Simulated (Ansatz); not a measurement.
A nudged elastic band was laid between two geometries of BBrH₃NS (7 atoms, charge 0, multiplicity 1).

The calculation used RKS r2SCANh-D4/def2-SVP in Ansatz 0.2.0.

```json
{
 "movable images": "7",
 "climbing image": "yes",
 "spring": "5.0 eV/Å²",
 "optimiser": "quadratic models (default)",
 "start path": "through a guess of the saddle point",
 "force threshold": "0.05 eV/Å",
 "iteration limit": "60",
 "end points": "relaxed"
}
```

Image 0:

```xyz
7
Properties=species:S:1:pos:R:3
N -0.188 0.948 -0.069
B -0.218 -0.427 -0.292
S 0.808 -1.657 0.561
Br -1.448 -1.122 -1.621
H -0.786 1.583 -0.579
H 0.419 1.395 0.603
H 1.474 -0.788 1.352
```

Image 8:

```xyz
7
Properties=species:S:1:pos:R:3
N -0.188 0.948 -0.068
B -0.219 -0.427 -0.293
S 0.807 -1.656 0.560
Br -1.448 -1.124 -1.620
H 0.422 1.393 0.603
H -0.786 1.584 -0.577
H 1.473 -0.786 1.349
```

Which bonds break or form, and what moves?

No bond is made or broken. The dihedral H5–N1–B2–Br4 goes from 0 to -180°. The two ends are copies of one structure, up to a mirror image or an exchange of like atoms.

What energy profile does the band end with?

It converged. The highest image is number 4 of 0 to 8, 19.0 kcal/mol above the ends, which have the same energy within 2 meV. A vibrational analysis at the climbing image gives one clearly imaginary mode, 511i cm⁻¹: a first-order saddle point.

```
image  path coordinate (Å)  energy (kcal/mol)  dihedral H5–N1–B2–Br4 (°)
    0                 0.00                0.0                          0
    1                 0.47                1.7                        -19
    2                 0.94                8.0                        -53
    3                 1.41               15.7                        -88
    4                 1.88               19.0                       -117
    5                 2.35               15.7                       -136
    6                 2.81                8.0                       -150
    7                 3.28                1.8                       -164
    8                 3.75                0.0                       -180
```

What is the geometry of the highest image?


```xyz
7
Properties=species:S:1:pos:R:3
N -0.354 1.017 -0.152
B -0.343 -0.418 -0.277
S 0.867 -1.565 0.421
Br -1.740 -1.309 -1.285
H 0.447 1.483 -0.571
H -0.458 1.359 0.799
H 1.642 -0.634 1.020
```

What are the harmonic wavenumbers there?

511i, 209, 303, 410, 441, 452, 524, 797, 918, 927, 1241, 1556, 2700, 3572, 3659 cm⁻¹.

The run took 6.9 min on 2 threads of Arm Neoverse V2 (shared host), peak memory 0.22 GiB.
